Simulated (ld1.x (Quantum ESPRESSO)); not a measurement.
**Before and after: ultrasoft potential for B (Z = 5)**

B, ultrasoft, made with ld1.x (Quantum ESPRESSO) 7.5 (PBEsol, scalar-relativistic). Core [He], reference 2s1.5 2p1.5. Waves: 2s (bound): rcut 0.95, rcutus 1.10 bohr; 2s channel at 3.05 Ry: rcut 0.95, rcutus 1.10 bohr; 2p (bound): rcut 2.90, rcutus 4.05 bohr; 2p channel at 0.2 Ry: rcut 2.90, rcutus 4.05 bohr; 3d channel at 0.25 Ry: rcut 2.65, rcutus 2.80 bohr. Local part: all-electron potential smoothed inside 2.80 bohr (lloc = -1). Core correction: Bessel-smoothed model core inside 0.60 bohr. Augmentation charge: PSQ, inside the norm-conserving radii.

All-electron outer shells of the reference configuration (PBEsol, scalar-relativistic, ld1.x):

```
shell  level (eV)  outermost node (bohr)  outermost maximum (bohr)
   1s     -180.14                      –                      0.21
   2s       -9.62                   0.46                      1.52
   2p       -3.80                      –                      1.57
```

Change: all radii but the core radius scaled by about 1.25 (s 1.38, p 5.06, d 3.50 bohr, rcut 1.18/3.62/3.30); local potential all-electron potential smoothed inside 3.50 bohr (lloc = -1).

Cutoffs: the cutoffs (Ry, on a coarse ladder) from which the occupation-weighted sum of valence levels, in a spherical-Bessel basis at the reference potential, stays within 10 and 1 mRy of its value at 400 Ry; they do not see the model core or the augmentation charge, which bear on the density cutoff. Errors are all-electron minus pseudo energies relative to the spin-unpolarised reference configuration.

**Question.** How do hardness, ghosts and transferability respond?

**Answer.** The potential gets softer (25 Ry and 35 Ry → 10 Ry and 18 Ry); of the 5 tests that both files solve, the error grows in 4 and shrinks in 0 by more than 15 % and 0.3 meV (median size 21.3 → 56.8 meV); neither file shows a bound ghost at the reference potential, the only one tested. A larger radius leaves more room for a smooth pseudo-wave, so fewer plane waves are needed. More of the atom is replaced by a form fitted at one configuration, so other configurations suffer.

```csv
quantity,base,changed
"cutoff, loose",25 Ry,10 Ry
"cutoff, tight",35 Ry,18 Ry
loose cutoff by channel (10 mRy a level),"s 21 Ry, p 6 Ry","s 6 Ry, p 6 Ry"
bound ghosts,none,none
"tests counted (converged, no solver errors)",6 of 7,6 of 7
"error for 2s2 2p1, meV [ΔE -2.91 eV]",+0.4,-2.5
"error for 2s2 2p0, meV [ΔE 5.23 eV]",+31,+118
"error for 2s1 2p0, meV [ΔE 30.49 eV]",+77,+312
"error for 2s2 2p0.5, meV [ΔE -0.05 eV]",+21,-20
"error for 2s0 2p3, meV [ΔE 8.75 eV]",+7.0,-57
lowest overlap eigenvalue by channel,"s 0.38, p 0.17, d 0.95","s 0.15, p 0.14, d 0.99"
```

Base: Tests not counted: 2s1 2p1 (solver errors, printed error -43.4 eV). Changed file: Tests not counted: 2s1 2p2 (solver errors, printed error -60.9 eV).
